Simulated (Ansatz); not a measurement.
Input file for Ansatz (a quantum-chemistry and plane-wave program): R-CCSD(T)/cc-pVDZ on ethylmethylamine (SMILES CCNC), a point of a torsion scan.

Ansatz 0.2 input:
```yaml
crystal:
  periodic: [false, false, false]
  atoms:
    - {symbol: C, position_ang: [1.88809374, 0.45084975, -0.02260768]}
    - {symbol: C, position_ang: [0.57406428, -0.25286467, 0.30691510]}
    - {symbol: N, position_ang: [-0.60199991, 0.15090920, -0.47351874]}
    - {symbol: C, position_ang: [-0.43833803, 1.17009311, -1.48812388]}
    - {symbol: H, position_ang: [2.66865109, 0.05474620, 0.62296057]}
    - {symbol: H, position_ang: [1.81777841, 1.52259242, 0.14762806]}
    - {symbol: H, position_ang: [2.17889629, 0.27698441, -1.05446332]}
    - {symbol: H, position_ang: [0.71361047, -1.32961420, 0.13582676]}
    - {symbol: H, position_ang: [0.36977070, -0.11976049, 1.37503310]}
    - {symbol: H, position_ang: [-1.34489988, 0.43382884, 0.15497164]}
    - {symbol: H, position_ang: [-0.09800554, 2.14595236, -1.11136177]}
    - {symbol: H, position_ang: [0.26804191, 0.82234986, -2.24023092]}
    - {symbol: H, position_ang: [-1.40381867, 1.31212994, -1.97316508]}
basis:
  gaussian:
    orbitals: cc-pVDZ
magnetization: {spin_polarized: false}
correlation: {method: ccsd_t, electrons: outside_noble_gas}
scf: {lower_state_search: off}
```

### Question
Give the final energy of this run.

### Answer
-173.9652 hartree (reference determinant -173.2797, T1 diagnostic 0.007).

### Question
How many basis functions does it have, and what does it roughly cost on one machine?

### Answer
101 functions; about 8 core-seconds (a rough figure).
